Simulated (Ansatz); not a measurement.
Program: Ansatz. Geometries: PBE0-D4/def2-TZVP. ΔE: electronic, gas phase. CCSD(T)/CBS is the MP2 limit (def2-TZVPP, def2-QZVPP) plus CCSD(T) − MP2 in def2-TZVPP, frozen cores. This one scheme is used for every species. DFT in def2-TZVPP. B3LYP here is the variant with VWN-RPA as its local correlation; programs differ in this. HSE06 is defined as in plane-wave codes. Each species was taken in one conformer, which may not be the lowest.

Reaction (cleavage of the Si–Si bond): `O[Si](F)(F)[SiH3]` + `[OH][Al]([OH])[Cl]` → `[OH][Al]([Cl])[O][SiH3]` + `O[SiH](F)F`

`O[Si](F)(F)[SiH3]`:

Z-matrix (Å, degrees):
```
Si
F 1 1.592
F 1 1.592 2 104.4
O 1 1.621 2 110.1 3 118.1
Si 1 2.328 2 111.4 3 -120.4
H 4 0.959 1 120.5 2 -57.3
H 5 1.485 1 109.3 2 -61.6
H 5 1.485 1 109.3 2 178.2
H 5 1.485 1 109.1 2 58.3
```

`[OH][Al]([OH])[Cl]`:

Z-matrix (Å, degrees):
```
Al
O 1 1.680
Cl 1 2.092 2 120.9
O 1 1.680 2 118.2 3 179.9
H 2 0.955 1 122.5 3 0.0
H 4 0.955 1 122.5 2 -180.0
```

`[OH][Al]([Cl])[O][SiH3]`:

Cartesian coordinates in Å:
```
O 1.284 -1.484 -2.029
Al 0.211 -1.293 -0.751
Cl -0.889 -2.951 -0.159
O 0.016 0.169 0.036
Si -0.496 1.313 1.076
H 1.827 -0.770 -2.360
H 0.493 2.421 1.112
H -1.809 1.849 0.633
H -0.638 0.747 2.443
```

`O[SiH](F)F`:

Z-matrix (Å, degrees):
```
Si
F 1 1.584
F 1 1.584 2 105.5
O 1 1.614 2 111.2 3 -120.7
H 1 1.463 2 110.2 3 118.9
H 4 0.958 1 120.9 2 58.5
```

Question: Is it downhill or uphill in electronic energy at CCSD(T)/CBS, and by how much? (Best estimate.)

Answer: Ansatz gave: Downhill: ΔE = -118.5 kJ/mol.

Question: What do these levels give: LDA (SPW92), B97M-V, HSE06-D4, CAM-B3LYP-D4, revPBE, B3LYP, HSE06, CCSD(T)/def2-SVP, MP2/def2-TZVPP, SCS-MP2/def2-TZVPP, CCSD/def2-TZVPP, HF/def2-QZVPP? (Best estimate.)

Answer: Ansatz gave: LDA (SPW92) -89.0, B97M-V -113.7, HSE06-D4 -98.4, CAM-B3LYP-D4 -121.1, revPBE -87.5, B3LYP -116.2, HSE06 -99.3, CCSD(T)/def2-SVP -121.5, MP2/def2-TZVPP -127.8, SCS-MP2/def2-TZVPP -132.4, CCSD/def2-TZVPP -124.1, HF/def2-QZVPP -151.1 kJ/mol.

Largest T1 diagnostic among the species: 0.013.

In def2-TZVPP, CCSD(T) changes the Hartree–Fock value by +28.3 kJ/mol (the triples alone add +4.0 kJ/mol) and MP2 by +20.5 kJ/mol. Leaving LDA and LC-ωPBE aside and taking each functional with its dispersion term where it has one, the values, not all of them listed here, spread over 42.2 kJ/mol, from BHLYP-D4 to revPBE-D4. From BLYP to BHLYP (50 % exact exchange), in def2-TZVPP and without D4, ΔE moves by −22.3 kJ/mol.
